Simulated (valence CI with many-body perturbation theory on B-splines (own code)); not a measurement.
**Which ion has this spectrum?**

A relativistic CI+MBPT calculation for an atom or ion with 15 electrons gives these levels (cm⁻¹):

```csv
J,Parity,E,g
3/2,odd,0,1.49
3/2,odd,223748,1.37
5/2,odd,273845,1.20
1/2,odd,337025,0.66
3/2,odd,563199,1.26
5/2,even,852457,1.52
3/2,even,925627,1.04
1/2,even,984420,2.38
3/2,even,1019067,1.09
5/2,even,1070082,1.17
3/2,even,1122156,1.23
5/2,even,1162113,1.19
3/2,even,1168422,1.02
1/2,even,1177220,0.44
```

The energies are calculated, and their last digits are not significant.

Which is it?
A. Cd33+
B. Ag32+
C. Ru29+
D. Rh30+

D. Rh30+, ground level (3s^2 3p1/2^2 3p3/2) J=3/2.
